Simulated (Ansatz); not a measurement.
Task: Name a neutral molecule of Br, C, F and H with size of the dipole moment (PBE/def2-TZVPP) between 2.25 and 2.55 D and HOMO–LUMO gap (B3LYP/def2-TZVPP) between 6.60 and 6.90 eV (Ansatz, PBE0-D4/def2-TZVP geometry).

Result: `C/C(F)=C/Br` (2.50 D, 6.69 eV). Other molecules can fit too; these were computed, each in one conformer that needn't be the lowest.

B3LYP here is the variant with VWN-RPA as its local correlation; programs differ in this.
